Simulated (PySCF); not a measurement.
Computed IR spectrum (relative IR intensity) of a molecule CH7NOSi3. Geometry: TPSSh-D3(BJ)/def2-SVP. The values are those of a single conformer. Level of theory: TPSSh-D3(BJ)/def2-SVP run with PySCF 2.14.0. Frequencies are harmonic and unscaled.

Lines under 2 % of the strongest are left out, and lines within 2 cm⁻¹ are merged.

| ν (cm⁻¹) | relative intensity |
|---|---|
| 179 | 4.5 |
| 223 | 2.8 |
| 242 | 27 |
| 283 | 4.2 |
| 499 | 5.1 |
| 568 | 3.9 |
| 611 | 5.4 |
| 649 | 28 |
| 696 | 21 |
| 716 | 14 |
| 748 | 34 |
| 806 | 92 |
| 853 | 20 |
| 887 | 30 |
| 925 | 100 |
| 949 | 13 |
| 951 | 25 |
| 956 | 2.6 |
| 976 | 22 |
| 1529 | 12 |
| 2213 | 37 |
| 2227 | 40 |
| 2236 | 25 |
| 2242 | 27 |
| 2245 | 39 |
| 2277 | 29 |
| 3827 | 35 |

Question: Which molecule gave these data?
A. [SiH3]C1=N[SiH2]O[SiH2]1
B. [SiH3]/N=C1/O[SiH2][SiH2]1
C. [SiH3][Si]1([SiH3])N=CO1
D. O[Si@H]1N=C([SiH3])[SiH2]1

Answer: D, O[Si@H]1N=C([SiH3])[SiH2]1
